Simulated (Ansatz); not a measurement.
A CCSD(T) single point on C2H9BOS.

```yaml
crystal:
  periodic: [false, false, false]
  atoms:
    - {symbol: C, position_ang: [-1.013281, 1.080249, 0.082393]}
    - {symbol: B, position_ang: [-0.198976, -0.135715, 0.647455]}
    - {symbol: C, position_ang: [1.194536, 0.041132, 1.353231]}
    - {symbol: O, position_ang: [-0.754823, -1.375613, 0.487372]}
    - {symbol: S, position_ang: [0.462553, -0.944835, -2.908958]}
    - {symbol: H, position_ang: [-1.434339, 1.650855, 0.919248]}
    - {symbol: H, position_ang: [-1.843084, 0.782032, -0.561475]}
    - {symbol: H, position_ang: [-0.370372, 1.779862, -0.459770]}
    - {symbol: H, position_ang: [1.226967, 0.929824, 1.988995]}
    - {symbol: H, position_ang: [1.952639, 0.196921, 0.575484]}
    - {symbol: H, position_ang: [1.514560, -0.819518, 1.948328]}
    - {symbol: H, position_ang: [-0.223535, -2.073936, 0.879209]}
    - {symbol: H, position_ang: [-0.173711, 0.233165, -2.992584]}
    - {symbol: H, position_ang: [-0.352132, -1.373521, -1.930129]}
basis:
  gaussian: {orbitals: def2-SVP}
correlation: {method: ccsd_t}
```

```sh
$ ansatz run in.yaml --threads 4 --pin off --events-out ev --progress --plain
```

Log, shortened:

```
Functional definition: HF
1195 factors; integrals over basis functions are off by at most 1.1e-3 eV
mean field evaluation 1: about -15720.4951 eV, gradient 4.0e1 eV
mean field evaluation 2: about -15720.5847 eV, gradient 4.0e1 eV
mean field evaluation 4: about -15724.5622 eV, gradient 4.1e0 eV
mean field evaluation 8: about -15724.6219 eV, gradient 2.2e-4 eV
mean field -15724.62194089 eV, -577.8691977962 hartree, gradient 7.4e-6 eV, S^2 0.000000; 0 other end points of the search recorded, 0 dependent functions left out
9 core orbitals not correlated: weight in the atoms' cores, before any rotation towards them, 1.000 or more for the frozen orbitals, at most 0.000 for the correlated occupied ones
reference -15724.62194089 eV, -577.8691977962 hartree; 16, 16 occupied and 94, 94 virtual orbitals, 1195 factors
second order -19.31632812 eV of doubles, -0.00000000 eV of singles
cycle   1  -20.53949175 eV  change    -1.2e0 eV  update   9.4e-2
cycle   2  -21.04809309 eV  change   -5.1e-1 eV  update   2.8e-2
cycle   3  -21.15358248 eV  change   -1.1e-1 eV  update   1.4e-2
cycle   4  -21.15304718 eV  change    5.4e-4 eV  update   3.6e-3
cycle   5  -21.15246876 eV  change    5.8e-4 eV  update   1.5e-3
cycle   6  -21.15232796 eV  change    1.4e-4 eV  update   4.7e-4
cycle   7  -21.15220093 eV  change    1.3e-4 eV  update   1.4e-4
cycle   8  -21.15221044 eV  change   -9.5e-6 eV  update   4.1e-5
cycle   9  -21.15221469 eV  change   -4.2e-6 eV  update   1.1e-5
perturbative correction -0.53290737 eV, -0.0195839847 hartree
Total energy: -15746.30706295 eV, -578.6661113332 hartree
```

Hardware: 4 threads of a server CPU on a shared host. Wall time 5.5 s, peak host memory 0.69 GiB.

The correlation energy is -21.685 eV, 2.5 % of it from (T); the T1 diagnostic reads 0.0107.
